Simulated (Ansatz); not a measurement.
A structure relaxed at PBE-D4/def2-SVPD in Ansatz, charge -1, quintet:

```csv
atom,x (Å),y (Å),z (Å)
Mn1,0.000,0.000,0.000
Cl2,1.750,-1.297,-0.552
Cl3,0.821,1.974,-0.689
Cl4,-0.919,0.679,1.934
Cl5,-1.651,-1.356,-0.694
```

Task: Give its formula, name or SMILES and point group.

Result: [MnCl4]- (MnCl₄⁻). Point group D2d (tolerance 0.1 Å).

Task: Summarise the bond lengths by kind (pairs closer than 1.2 times the sum of covalent radii, bridged metal pairs left out).

Result: 4 × Cl–Mn 2.25 Å. The metal has 4 neighbours: Cl 2.25 Å, Cl 2.25 Å, Cl 2.25 Å, Cl 2.25 Å.
